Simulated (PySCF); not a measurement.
Compound: 4-bromo-1-butene, C₄H₇Br.
Bonds: C1–C2 (double), C2–C3, C3–C4, C4–Br5. Hydrogens: H6, H7 on C1; H8 on C2; H9, H10 on C3; H11, H12 on C4.

Theory: PySCF, PBE0-D3(BJ)/def2-SVP geometry optimisation, gas phase.

Task: What internal coordinates does the optimisation give?

Result: 
```csv
bond,length (bohr)
C1=C2,2.520
C2–C3,2.832
C3–C4,2.870
C4–Br5,3.675
C1–H6,2.069
C1–H7,2.066
C2–H8,2.075
"C3–H9, C3–H10",2.083
"C4–H11, C4–H12",2.075
```

Bonds in one row agree within 0.02 bohr and their mean is given. A selection of angles:
```csv
angle,degrees
C2–C1–H6,121.3
C2–C1–H7,121.6
H6–C1–H7,117.1
C1–C2–C3,125.0
C1–C2–H8,118.9
C3–C2–H8,116.1
C2–C3–C4,111.0
C2–C3–H9,110.0
C4–C3–H9,108.8
H9–C3–H10,107.0
C3–C4–Br5,112.0
C3–C4–H11,111.6
Br5–C4–H11,106.3
H11–C4–H12,108.6
```

Dihedral angles: C1–C2–C3–C4 -117° (anticlinal); C2–C3–C4–Br5 -178° (antiperiplanar). The mirror-image conformer, all signs reversed, is as good.

Of the pairs four or more bonds apart, H6···H10 is among the closest relative to their van der Waals radii: 2.45 Å, 102 % of the sum of Bondi's values. The 3 C–C bonds span 1.333 Å (C1=C2, drawn double) to 1.519 Å (C3–C4, drawn single), a spread of 0.186 Å.

Point group: C1 (no symmetry element, even within 0.4 Å). PBE0-D3(BJ)/def2-SVP frequencies: not computed here. One conformer, not necessarily the lowest.
